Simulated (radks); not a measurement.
Values are calculated unless marked as measured or tabulated.
Ionisation of neutral silver, [Kr] 4d10 5s1, to Ag+, [Kr] 4d10, under several functionals. Dirac Kohn-Sham, spin-unpolarised, spherical densities, finite nucleus; a radial shooting solver on a logarithmic mesh with Libxc functionals.

\begin{tabular}{lrrrrrr}
functional & E(Ag) (hartree) & Exc (hartree) & IE (eV) & -e(HOMO) (eV) & <r> HOMO (bohr) & IE error (eV) \\ \hline
PW91 & -5317.96176 & -150.28293 & 7.827 & 4.463 & 3.160 & +0.251 \\
XLYP & -5318.22133 & -150.52888 & 7.921 & 4.486 & 3.176 & +0.345 \\
SOGGA & -5314.24864 & -146.51807 & 7.622 & 4.296 & 3.150 & +0.046 \\
AM05 & -5312.45060 & -144.69805 & 7.706 & 4.377 & 3.143 & +0.130 \\
RPBE & -5317.44316 & -149.76135 & 7.633 & 4.282 & 3.207 & +0.056 \\
exchange-only B88 & -5315.34321 & -147.60781 & 7.154 & 3.823 & 3.236 & -0.422 \\
BLYP & -5317.71480 & -150.01565 & 7.873 & 4.454 & 3.163 & +0.296 \\
exchange-only PBE & -5314.66682 & -146.91793 & 7.250 & 3.877 & 3.275 & -0.326 \\
B86b exchange with PBE correlation & -5317.78361 & -150.10089 & 7.778 & 4.430 & 3.156 & +0.202 \\
\end{tabular}

NIST Atomic Spectra Database: 7.576 eV (measured). Closest: SOGGA. The Delta-SCF values span 0.77 eV, the total energies 5.77 hartree. The highest occupied level is 5s1/2. Spin polarisation and multiplet splitting are left out, so open shells lie too high by an amount that depends on their filling.

Beside tabulated values, note that spin-unpolarised runs miss the spin-polarisation part of the exchange energy of open shells.
